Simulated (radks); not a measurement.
Species: Rh. Configuration: [Kr] 4d8 5s1. All-electron calculation, scalar-relativistic Kohn-Sham, Wu-Cohen GGA, spin-polarised, spherical densities, finite nucleus; open shells are filled with parallel spins first (spin-orbit coupling, left out, can overturn this in heavy ions); Fermi nuclear charge, rms radius 4.4945 fm. Program: a radial shooting solver on a logarithmic mesh with Libxc functionals.

Local quantities along the radius. ELF = 1/(1 + alpha^2) is the electron localisation function; alpha = (tau - tau_W)/tau_unif compares the Pauli kinetic energy density with that of the uniform gas (summed over spins). tau is taken from the large components.

r (bohr)	ELF	alpha
0.001118	1.000	0.02228
0.001503	1.000	0.02219
0.002004	0.999	0.02271
0.002695	0.999	0.02404
0.003623	0.999	0.02648
0.004833	0.999	0.03050
0.006497	0.999	0.03747
0.008666	0.998	0.04936
0.01165	0.995	0.07231
0.01566	0.986	0.1202
0.02089	0.951	0.2274
0.02809	0.800	0.5005
0.03776	0.461	1.081
0.05037	0.311	1.488
0.06772	0.492	1.017
0.09105	0.735	0.6001
0.1214	0.725	0.6163
0.1633	0.400	1.226
0.2178	0.343	1.385
0.2928	0.687	0.6745
0.3936	0.761	0.5611
0.525	0.387	1.259
0.7058	0.240	1.780
0.949	0.716	0.6291
1.266	0.695	0.6620
1.702	0.432	1.147
2.288	0.258	1.694
3.051	0.244	1.758
4.103	0.237	1.796
5.472	0.155	2.337
7.357	0.053	4.212
9.891	0.005	13.58

On this mesh the ELF has minima near r = 0.050, 0.19, 0.61 bohr, which separate the shells, and maxima near 0.11 (0.77), 0.34 (0.77), 1.1 (0.75), 3.5 (0.25).

Self-consistent cycle (total energy in hartree, residual of the potential): 1: -4782.856091, 2e+00; 2: -4783.240222, 2e+00; 3: -4783.384927, 4e-01; 4: -4783.400380, 6e-02; 5: -4783.400180, 3e-02; 6: -4783.400105, 2e-02; 7: -4783.400170, 3e-03; 8: -4783.400172, 2e-04; 9: -4783.400172, 1e-04; 10: -4783.400172, 9e-05; 11: -4783.400172, 5e-05; 12: -4783.400172, 2e-07; 13: -4783.400172, 2e-07; 14: -4783.400172, 4e-09.
